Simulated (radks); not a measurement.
Ionisation of neutral copper, [Ar] 3d10 4s1, to [Ar] 3d10 as the strength of local exchange is varied. All-electron calculation, non-relativistic Kohn-Sham, Slater X-alpha exchange (alpha = 2/3 is LDA exchange), no correlation, spin-polarised, spherical densities, point nucleus; open shells are filled with parallel spins first. Program: a radial shooting solver on a logarithmic mesh with Libxc functionals.

| alpha | E(Cu) (hartree) | exchange (hartree) | IE (eV) | -e of the level emptied (eV) | <r> of it (bohr) |
|---|---|---|---|---|---|
| 0.563 | -1625.66786 | -51.80677 | 6.991 | 3.748 (4s) | 3.099 |
| 0.667 | -1635.27008 | -61.78997 | 7.577 | 4.324 (4s) | 3.012 |
| 0.739 | -1641.95547 | -68.77604 | 7.999 | 4.747 (4s) | 2.954 |
| 0.926 | -1659.46239 | -87.20346 | 9.149 | 5.936 (4s) | 2.809 |
| 0.972 | -1663.80054 | -91.79859 | 9.443 | 6.246 (4s) | 2.776 |
| ? | -1624.74797 | -50.85359 | 6.936 | 3.695 (4s) | 3.107 |

Which alpha was used in the last row?

Answer. alpha = 0.553. NIST Atomic Spectra Database: 7.726 eV (measured). The Delta-SCF value meets it near alpha = 0.69.
